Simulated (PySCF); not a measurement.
## Electron correlation in I⁺ (iodine, charge +1)

[Kr] 4d10 5s2 5p4, high-spin 3P determinant. All numbers are calculated (PySCF 2.14, scalar relativity through the core potential, in def2-TZVP with the def2 core potential (28 electrons) (6s5p3d2f, 50 functions)). Frozen: 4s2 4p6 4d10; 6 electrons correlated.

MP2 pair energies summed by pair of shells (mhartree):

```csv
pair,energy,share (%)
5s-5p,-40.44,46.2
5p-5p,-40.11,45.8
5s-5s,-7.00,8.0
```

Total MP2 correlation energy: -87.55 mhartree.

Same-spin part -19.63 and opposite-spin part -67.92 mhartree; SCS-MP2 scales them by 1/3 and 6/5 to -88.04 mhartree.

```json
{"level": "CCSD", "correlation energy (mhartree)": "-105.22"}
{"level": "(T)", "correlation energy (mhartree)": "-2.83"}
{"level": "CCSD(T)", "correlation energy (mhartree)": "-108.05"}
```

Diagnostics: T1 = 0.0075, D1 = 0.0231, largest double amplitude 0.049.

Cost of the coupled-cluster step: 1.1 s of wall time on 1 thread of Neoverse-V1 (shared host), for 6 correlated electrons.

Iterations:

```
CC2 = 0
CCSD nocc = (np.int64(4), np.int64(2)), nmo = (41, 41)
frozen orbitals [[0, 1, 2, 3, 4, 5, 6, 7, 8], [0, 1, 2, 3, 4, 5, 6, 7, 8]]
max_cycle = 100
direct = 0
conv_tol = 1e-08
conv_tol_normt = 1e-06
diis_space = 8
diis_start_cycle = 0
Init t2, MP2 energy = -0.087547593349028
Init E_corr(UCCSD) = -0.0875475933503346
cycle = 1  E_corr(UCCSD) = -0.10102418475852  dE = -0.0134765914  norm(t1,t2) = 0.0404421
cycle = 2  E_corr(UCCSD) = -0.103963579997021  dE = -0.00293939524  norm(t1,t2) = 0.0128869
cycle = 3  E_corr(UCCSD) = -0.10525921484205  dE = -0.00129563485  norm(t1,t2) = 0.00497099
cycle = 4  E_corr(UCCSD) = -0.105222062586094  dE = 3.7152256e-05  norm(t1,t2) = 0.000573127
cycle = 5  E_corr(UCCSD) = -0.1052234557034  dE = -1.39311731e-06  norm(t1,t2) = 8.1863e-05
cycle = 6  E_corr(UCCSD) = -0.105223257105819  dE = 1.98597581e-07  norm(t1,t2) = 1.69458e-05
cycle = 7  E_corr(UCCSD) = -0.105223445822453  dE = -1.88716634e-07  norm(t1,t2) = 3.69227e-06
cycle = 8  E_corr(UCCSD) = -0.105223391116818  dE = 5.47056359e-08  norm(t1,t2) = 1.0071e-06
cycle = 9  E_corr(UCCSD) = -0.105223393553715  dE = -2.43689784e-09  norm(t1,t2) = 1.80578e-07
UCCSD converged
E(UCCSD) = -296.4127940911163  E_corr = -0.1052233935537154
UCCSD(T) correction = -0.00282764842529435
```
